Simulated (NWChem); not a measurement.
The numbers come from NWChem runs, not from measurements. System: disulfane (H2S2), charge 0, spin multiplicity 1, at a geometry optimised with B3LYP/def2-SVP. Level: CCSD(T)/def2-TZVP, 10 core orbitals frozen.

Input file:

```
start mol
memory heap 100 mb stack 700 mb global 1900 mb
geometry units angstroms nocenter noautoz
  S      0.928726     0.489244     0.055516
  S     -0.928726    -0.489244     0.055516
  H      1.546079    -0.267861    -0.888263
  H     -1.546079     0.267861    -0.888263
  symmetry group C2
end
basis spherical
  * library def2-tzvp
end
scf
  rhf
  nopen 0
  maxiter 100
  thresh 1e-7
  semidirect memsize 60000000 filesize 0
end
tce
  freeze core 10
  ccsd(t)
  2eorb
  2emet 13
  thresh 1e-6
  maxiter 100
  tilesize 24
end
task tce energy
```

Part of the output:

```
             Northwest Computational Chemistry Package (NWChem) 7.3.0
             --------------------------------------------------------

                                NWChem Input Module
                                -------------------

 Scaling coordinates for geometry "geometry" by  1.889725989
 (inverse scale =  0.529177249)

 Turning off AUTOSYM since
 SYMMETRY directive was detected!

                             Geometry "geometry" -> ""
                             -------------------------

 Output coordinates in angstroms (scale by  1.889725989 to convert to a.u.)

  No.       Tag          Charge          X              Y              Z
 ---- ---------------- ---------- -------------- -------------- --------------
    1 S                   16.0000     0.92872600     0.48924400     0.05551600
    2 S                   16.0000    -0.92872600    -0.48924400     0.05551600
    3 H                    1.0000     1.54607900    -0.26786100    -0.88826300
    4 H                    1.0000    -1.54607900     0.26786100    -0.88826300

 Effective nuclear repulsion energy (a.u.)      83.5333132791

            Nuclear Dipole moment (a.u.)
            ----------------------------
        X                 Y               Z
 ---------------- ---------------- ----------------
     0.0000000000     0.0000000000    -0.0000264562

      Symmetry information
      --------------------

 Group name             C2
 Group number              4
 Group order               2
 No. of unique centers     2

      Symmetry unique atoms

     1    3


 Summary of "ao basis" -> "" (spherical)
 ------------------------------------------------------------------------------
       Tag                 Description            Shells   Functions and Types
 ---------------- ------------------------------  ------  ---------------------
 *                         def2-tzvp                  on all atoms

 Summary of "ao basis" -> "ao basis" (spherical)
 ------------------------------------------------------------------------------
       Tag                 Description            Shells   Functions and Types
 ---------------- ------------------------------  ------  ---------------------
 S                         def2-tzvp                13       37   5s5p2d1f
 H                         def2-tzvp                 4        6   3s1p

                                 NWChem SCF Module
                                 -----------------

  ao basis        = "ao basis"
  functions       =    86
  atoms           =     4
  closed shells   =    17
  open shells     =     0
  charge          =   0.00
  wavefunction    = RHF
  use symmetry    = T
  symmetry adapt  = T

 Summary of "ao basis" -> "ao basis" (spherical)
 ------------------------------------------------------------------------------
       Tag                 Description            Shells   Functions and Types
 ---------------- ------------------------------  ------  ---------------------
 S                         def2-tzvp                13       37   5s5p2d1f
 H                         def2-tzvp                 4        6   3s1p

      Symmetry analysis of basis
      --------------------------

        a          43
        b          43

 Forming initial guess at       0.1s

      Superposition of Atomic Density Guess
      -------------------------------------

 Sum of atomic energies:        -795.95862108

      Non-variational initial energy
      ------------------------------

 Total energy =    -796.307483
 1-e energy   =   -1266.153061
 2-e energy   =     386.312265
 HOMO         =      -0.290204
 LUMO         =      -0.022713

      Symmetry analysis of molecular orbitals - initial
      -------------------------------------------------

  Numbering of irreducible representations:

     1 a           2 b

  Orbital symmetries:

     1 b           2 a           3 a           4 b           5 a
     6 b           7 a           8 b           9 a          10 b
    11 a          12 b          13 a          14 b          15 a
    16 b          17 a          18 b          19 a          20 b
    21 a          22 b          23 a          24 b          25 a
    26 b          27 b

 Starting SCF solution at       0.8s

 ----------------------------------------------
         Quadratically convergent ROHF

 Convergence threshold     :          1.000E-07
 Maximum no. of iterations :          100
 Final Fock-matrix accuracy:          1.000E-09
 ----------------------------------------------

              iter       energy          gnorm     gmax       time
             ----- ------------------- --------- --------- --------
                 1     -796.2210342857  4.93D-01  1.95D-01      0.8
                 2     -796.2448140737  1.68D-01  4.51D-02      0.9
                 3     -796.2478063067  9.48D-03  2.20D-03      1.0
                 4     -796.2478156865  8.06D-05  4.43D-05      1.2
                 5     -796.2478156889  9.48D-09  2.60D-09      1.5

       Final RHF  results
       ------------------

         Total SCF energy =   -796.247815688911
      One-electron energy =  -1266.973693016581
      Two-electron energy =    387.192564048596
 Nuclear repulsion energy =     83.533313279074

        Time for solution =      0.7s

       Symmetry analysis of molecular orbitals - final
       -----------------------------------------------

  Numbering of irreducible representations:

     1 a           2 b

  Orbital symmetries:

     1 a           2 b           3 a           4 b           5 a
     6 b           7 a           8 b           9 a          10 b
    11 a          12 b          13 a          14 b          15 a
[...]
    16 b          17 a          18 b          19 a          20 b
    21 a          22 b          23 a          24 b          25 a
    26 b          27 b

             Final eigenvalues
             -----------------

              1
    1  -91.9885
    2  -91.9885
    3   -8.9906
    4   -8.9904
    5   -6.6716
    6   -6.6714
    7   -6.6707
    8   -6.6706
    9   -6.6698
   10   -6.6698
   11   -1.0462
   12   -0.8849
   13   -0.5910
   14   -0.5477
   15   -0.4742
   16   -0.3849
   17   -0.3836
   18    0.0932
   19    0.1264
   20    0.1477
   21    0.2916
   22    0.3325
   23    0.3709
   24    0.3788
   25    0.3950
   26    0.4139
   27    0.4373

                       ROHF Final Molecular Orbital Analysis
                       -------------------------------------

 Vector   15  Occ=2.000000D+00  E=-4.741957D-01  Symmetry=a
              MO Center=  4.8D-16,  6.7D-17,  1.6D-01, r^2= 2.6D+00
   Bfn.  Coefficient  Atom+Function         Bfn.  Coefficient  Atom+Function
  ----- ------------  ---------------      ----- ------------  ---------------
    15      0.276314  1 S  px                52     -0.276314  2 S  px
    17      0.177808  1 S  pz                54      0.177808  2 S  pz
     5      0.157107  1 S  s                 42      0.157107  2 S  s
    16      0.154492  1 S  py                53     -0.154492  2 S  py

 Vector   16  Occ=2.000000D+00  E=-3.848840D-01  Symmetry=b
              MO Center= -4.6D-14, -1.4D-14,  9.8D-02, r^2= 2.7D+00
   Bfn.  Coefficient  Atom+Function         Bfn.  Coefficient  Atom+Function
  ----- ------------  ---------------      ----- ------------  ---------------
    17      0.318636  1 S  pz                54     -0.318636  2 S  pz
    20      0.231598  1 S  pz                57     -0.231598  2 S  pz
    16     -0.165422  1 S  py                53     -0.165422  2 S  py

 Vector   17  Occ=2.000000D+00  E=-3.835835D-01  Symmetry=a
              MO Center= -1.8D-14, -6.8D-14, -6.6D-02, r^2= 2.7D+00
   Bfn.  Coefficient  Atom+Function         Bfn.  Coefficient  Atom+Function
  ----- ------------  ---------------      ----- ------------  ---------------
    16      0.317954  1 S  py                53     -0.317954  2 S  py
    19      0.238240  1 S  py                56     -0.238240  2 S  py
    17     -0.184251  1 S  pz                54     -0.184251  2 S  pz

 Vector   18  Occ=0.000000D+00  E= 9.324227D-02  Symmetry=b
              MO Center=  2.8D-14,  1.9D-14, -2.2D-02, r^2= 4.8D+00
   Bfn.  Coefficient  Atom+Function         Bfn.  Coefficient  Atom+Function
  ----- ------------  ---------------      ----- ------------  ---------------
     5      0.828728  1 S  s                 42     -0.828728  2 S  s
    18     -0.783537  1 S  px                55     -0.783537  2 S  px
    19     -0.437857  1 S  py                56     -0.437857  2 S  py
    15     -0.270009  1 S  px                52     -0.270009  2 S  px
    77     -0.162741  3 H  s                 83      0.162741  4 H  s

 Vector   19  Occ=0.000000D+00  E= 1.263913D-01  Symmetry=a
              MO Center= -2.3D-13, -5.3D-13, -6.3D-01, r^2= 5.8D+00
   Bfn.  Coefficient  Atom+Function         Bfn.  Coefficient  Atom+Function
  ----- ------------  ---------------      ----- ------------  ---------------
    77      1.229797  3 H  s                 83      1.229797  4 H  s
     5     -0.764102  1 S  s                 42     -0.764102  2 S  s
    19      0.432726  1 S  py                56     -0.432726  2 S  py
    20      0.427755  1 S  pz                57      0.427755  2 S  pz
    18     -0.388442  1 S  px                55      0.388442  2 S  px

 Vector   20  Occ=0.000000D+00  E= 1.476893D-01  Symmetry=b
              MO Center=  3.4D-13, -1.5D-13, -5.7D-01, r^2= 5.5D+00
   Bfn.  Coefficient  Atom+Function         Bfn.  Coefficient  Atom+Function
  ----- ------------  ---------------      ----- ------------  ---------------
    77      1.292211  3 H  s                 83     -1.292211  4 H  s
    20      0.625637  1 S  pz                57     -0.625637  2 S  pz
     5     -0.574161  1 S  s                 42      0.574161  2 S  s
    18     -0.523669  1 S  px                55     -0.523669  2 S  px
    19      0.261542  1 S  py                56      0.261542  2 S  py

 center of mass
 --------------
 x =   0.00000000 y =   0.00000000 z =   0.05040896

 moments of inertia (a.u.)
 ------------------
          61.389396540702        -100.774652231030           0.000000000000
        -100.774652231030         220.379336331190           0.000000000000
           0.000000000000           0.000000000000         269.337766377200

  Mulliken analysis of the total density
  --------------------------------------

    Atom       Charge   Shell Charges
 -----------   ------   -------------------------------------------------------
    1 S   16    16.16   2.01  0.49  1.48  1.06  0.80  4.18  1.69  0.86  2.33  1.11  0.04  0.10  0.01
    2 S   16    16.16   2.01  0.49  1.48  1.06  0.80  4.18  1.69  0.86  2.33  1.11  0.04  0.10  0.01
    3 H    1     0.84   0.23  0.50  0.09  0.02
    4 H    1     0.84   0.23  0.50  0.09  0.02

       Multipole analysis of the density wrt the origin
       ------------------------------------------------

     L   x y z        total         open         nuclear
     -   - - -        -----         ----         -------
     0   0 0 0     -0.000000      0.000000     34.000000

     1   1 0 0      0.000000      0.000000      0.000000
     1   0 1 0      0.000000      0.000000      0.000000
     1   0 0 1     -0.516419      0.000000     -0.000026

     2   2 0 0    -18.201407      0.000000    115.637290
     2   1 1 0     -0.735663      0.000000     48.965318
     2   1 0 1     -0.000000      0.000000      0.000000
     2   0 2 0    -21.400191      0.000000     27.865048
     2   0 1 1     -0.000000      0.000000      0.000000
     2   0 0 2    -20.289366      0.000000      5.987415

                   NWChem Extensible Many-Electron Theory Module
                   ---------------------------------------------


            General Information
            -------------------
      Number of processors :     1
         Wavefunction type : Restricted Hartree-Fock
          No. of electrons :    34
           Alpha electrons :    17
            Beta electrons :    17
           No. of orbitals :   172
            Alpha orbitals :    86
             Beta orbitals :    86
        Alpha frozen cores :    10
         Beta frozen cores :    10
     Alpha frozen virtuals :     0
      Beta frozen virtuals :     0
         Spin multiplicity : singlet
    Number of AO functions :    86
       Number of AO shells :    34
        Use of symmetry is : on
      Symmetry adaption is : on
         Schwarz screening : 0.10D-09

          Correlation Information
          -----------------------
          Calculation type : Coupled-cluster singles & doubles w/ perturbation
   Perturbative correction : (T)
            Max iterations :      100
        Residual threshold : 0.10D-05
     T(0) DIIS level shift : 0.00D+00
     L(0) DIIS level shift : 0.00D+00
     T(1) DIIS level shift : 0.00D+00
     L(1) DIIS level shift : 0.00D+00
     T(R) DIIS level shift : 0.00D+00
     T(I) DIIS level shift : 0.00D+00
   CC-T/L Amplitude update :  5-th order DIIS
                I/O scheme : Global Array Library
        L-threshold :  0.10D-05
        EOM-threshold :  0.10D-05
 no EOMCCSD initial starts read in
 TCE RESTART OPTIONS
 SLICE:      F
 D4D5:       F
 quantumc:   F
 qrotation:  F
 pwtce:      F
 qducc:      F
 nacto:                         0
 nrotv:                         0
 nrot:                          0

            Memory Information
            ------------------
          Available GA space size is     249029404 doubles
          Available MA space size is     104852700 doubles

 Maximum block size supplied by input
 Maximum block size        24 doubles

 tile_dim =     18

 -------------------------------------------------

 Global array virtual files algorithm will be used

 Parallel file system coherency ......... OK

 4-electron integrals stored in orbital form

 v2    file size   =          3606553
 4-index algorithm nr.  13 is used
 imaxsize =       30
 imaxsize ichop =        0


CCSD iterations
 ---------------------------------------------------------
 Iter          Residuum       Correlation     Cpu    Wall
 ---------------------------------------------------------
    1   0.1560798011368  -0.3451268606893     0.4     0.4
    2   0.0423672364303  -0.3737463785596     0.4     0.4
    3   0.0149670095380  -0.3813522104415     0.3     0.3
    4   0.0060067038642  -0.3833234581824     0.3     0.3
    5   0.0026084282795  -0.3840441402139     0.3     0.3
    6   0.0005721506935  -0.3844487222265     0.3     0.3
    7   0.0002584251597  -0.3844802718146     0.4     0.4
    8   0.0001323336400  -0.3844834578385     0.4     0.4
    9   0.0000799109409  -0.3844850386674     0.4     0.4
   10   0.0000475068787  -0.3844864541617     0.4     0.4
   11   0.0000118149939  -0.3844883052662     0.4     0.4
   12   0.0000064590613  -0.3844884147061     0.4     0.4
   13   0.0000043801992  -0.3844884587967     0.4     0.4
   14   0.0000030545353  -0.3844884197288     0.4     0.4
   15   0.0000021743874  -0.3844884038774     0.4     0.4
   16   0.0000003861339  -0.3844883397827     0.4     0.4
 -----------------------------------------------------------------
 Iterations converged
 CCSD correlation energy / hartree =        -0.384488339782696
 CCSD total energy / hartree       =      -796.632304028693284

 Singles contributions

 Doubles contributions
 CCSD(T)
 Using plain CCSD(T) code
             total no. of tasks          160
 total no. of tasks / no. procs          160
                         wl_min       132651           7.1
                         wl_max       352512           8.4
        thresh for no. of tasks          160

 CCSD[T]  correction energy / hartree =        -0.017579492765177
 CCSD[T] correlation energy / hartree =        -0.402067832547873
 CCSD[T] total energy / hartree       =      -796.649883521458491
 CCSD(T)  correction energy / hartree =        -0.017310320537474
 CCSD(T) correlation energy / hartree =        -0.401798660320170
 CCSD(T) total energy / hartree       =      -796.649614349230774

 Task  times  cpu:       27.1s     wall:       27.1s

 Total times  cpu:       27.2s     wall:       27.2s
```
